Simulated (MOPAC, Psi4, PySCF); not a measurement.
Interaction energy of CH4S ··· Li+ (SMILES CS and [Li+]) (charge +1). Monomers: optimised at B3LYP-D3(BJ) (def2-TZVP), held rigid. Orientation: lowest of the rigid-body minima from ten starts at GFN2-xTB (searched outside a hard wall at short contacts). The monomers approach along the line of their centres of mass (distance R); nothing else relaxes. The shortest distances reach bonding range, where SAPT0 and rigid monomers are unreliable.

- PBE-D3(BJ)/def2-TZVP, counterpoise-corrected (Psi4)
- AM1, restricted, heats of formation (MOPAC)
- RHF/LANL2DZ = restricted Hartree-Fock/LANL2DZ, with its core potentials past Ne, no counterpoise correction (PySCF)
- SAPT0/jun-cc-pVDZ, all electrons correlated (Psi4)

Interaction energies in kcal/mol:

| R / Å | PBE-D3(BJ)/def2-TZVP | AM1 | RHF/LANL2DZ |
|---|---|---|---|
| 2.35 | -23.30 | 3.51 | -14.19 |
| 2.52 | -28.55 | -13.38 | -22.38 |
| 2.71 | -29.70 | -21.56 | -25.83 |
| 2.94 | -27.89 | -23.29 | -25.74 |
| 3.12 | -25.57 | -21.67 | -24.10 |
| 3.42 | -21.83 | -17.14 | -20.37 |
| 3.71 | -18.00 | -12.88 | -16.78 |
| 4.24 | -12.23 | -7.62 | -11.60 |
| 4.91 | -7.54 | -4.60 | -7.57 |
| 5.88 | -4.09 | -2.96 | -4.62 |
| 7.22 | -2.22 | -1.96 | -2.72 |

**Question.** What does SAPT0/jun-cc-pVDZ give at the same points?

**Answer.** 2.35: -17.41; 2.52: -24.23; 2.71: -26.56; 2.94: -25.62; 3.12: -23.60; 3.42: -19.57; 3.71: -15.91; 4.24: -10.79; 4.91: -6.91; 5.88: -4.12; 7.22: -2.43 (kcal/mol).
